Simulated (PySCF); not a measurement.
AlClFI, SMILES [Cl][Al]([F])[I].

Geometry: B3LYP-D3(BJ)/def2-SVP. The def2 effective core potentials stand for the cores of I; spin–orbit coupling is left out.

Computed with PySCF 2.14.0 with TDDFT-PBE0/def2-SVPD.

Vertical excitations.  State labels are in the subgroup Cs.

```csv
state,symmetry,energy (eV),λ (nm),f,main pairs
S1,A',5.25,236,0.016,HOMO→LUMO 99 %
S2,A",5.40,230,0.025,HOMO−1→LUMO 99 %
S3,A",5.68,218,0.000,HOMO→LUMO+1 100 %
S4,A',6.12,203,0.032,HOMO−1→LUMO+1 90 %
S5,A',6.81,182,0.075,"HOMO−2→LUMO 83 %, HOMO−4→LUMO 13 %"
S6,A",6.97,178,0.026,HOMO−3→LUMO 96 %
S7,A",7.12,174,0.006,HOMO−2→LUMO+1 95 %
S8,A',7.41,167,0.132,"HOMO−4→LUMO 61 %, HOMO→LUMO+4 18 %"
S9,A",7.62,163,0.000,HOMO−4→LUMO+1 90 %
S10,A',7.66,162,0.058,"HOMO→LUMO+2 56 %, HOMO−3→LUMO+1 37 %"
T1,A',4.92,252,0,HOMO→LUMO 97 %
T2,A",5.03,246,0,HOMO−1→LUMO 96 %
T3,A',5.45,228,0,HOMO−1→LUMO+1 94 %
T4,A",5.54,224,0,HOMO→LUMO+1 99 %
```
Triplets are in the Tamm–Dancoff approximation, which puts them higher than full response would, so one can lie above its singlet here.
